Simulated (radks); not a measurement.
Question: Coherent X-ray form factor from a spherical all-electron density. Calculated with a radial shooting solver on a logarithmic mesh with Libxc functionals: Dirac Kohn-Sham, exchange-only PBE, spin-unpolarised, spherical densities, finite nucleus; Fermi nuclear charge, rms radius of each element as measured or else 0.836 A^(1/3) + 0.57 fm.

sin(theta)/lambda (1/angstrom),f0 (electrons)
0.05,56.403
0.1,53.062
0.15,49.563
0.2,46.213
0.25,43.038
0.3,40.111
0.4,35.140
0.5,31.146
0.6,27.786
0.8,22.482
1,18.891
1.25,15.991
1.5,13.763
2,9.867

The species is in the configuration that NIST lists as its ground one. Which atom or ion scatters so?

Answer: Neutral cerium, [Xe] 4f1 5d1 6s2. Extrapolating in s^2 from the first two rows gives f0(0) = 57.5, near the electron count 58; among species with that count, the fall with angle is slower the higher Z, and the table is that of Z = 58; from so few rows the species is fixed only to a neighbour or two.
